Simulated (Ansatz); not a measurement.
Born–Oppenheimer molecular dynamics of CH₅ClO₃Si (11 atoms, charge 0, multiplicity 1). It goes on from the last frame of an earlier run, with new velocities.

Method: RKS PBE/STO-3G in Ansatz 0.2.0.

| Item | Value |
| --- | --- |
| ensemble | NVE (Milne-controlled integrator) |
| time step | 0.25 fs |
| steps asked | 266 |
| starting velocities drawn for | 500 K |
| seed | 284558 |

First frame:

```xyz
11
Properties=species:S:1:pos:R:3
O 0.859 -1.768 1.269
C 0.368 -0.798 0.291
O -0.731 -1.396 -0.428
Cl 1.915 -0.544 -1.069
O 0.096 0.457 0.841
Si -0.662 1.615 -0.281
H 1.738 -1.338 1.728
H -0.457 -2.342 -0.716
H -0.127 2.896 0.131
H -0.263 1.346 -1.631
H -2.093 1.532 -0.192
```

Task: How far do the bonds stretch over the last three quarters of this one trajectory? (Pairs bonded in most of those frames.)

Result: 
```csv
bond,mean (Å),spread (Å),shortest,longest
O1–C2,1.442,0.015,1.41,1.47
O1–H7,1.043,0.035,0.99,1.09
C2–O3,1.443,0.028,1.40,1.50
C2–Cl4,2.062,0.017,2.04,2.09
C2–O5,1.407,0.014,1.37,1.43
O3–H8,1.037,0.012,1.01,1.06
O5–Si6,1.760,0.018,1.73,1.79
Si6–H9,1.461,0.015,1.44,1.49
Si6–H10,1.467,0.028,1.42,1.52
Si6–H11,1.469,0.040,1.41,1.53
```

Mean temperature of the second half: 396 K. The conserved energy stayed within 0.0059 meV per atom of its start (net change 0.0032 meV per atom), so the integration is sound. A run of 0.067 ps of so small a system gives no equilibrium averages. Limits of this set-up: minimal basis.

The run took 15 min on 1 thread of Arm Neoverse N1 (shared host), peak memory 0.096 GiB.
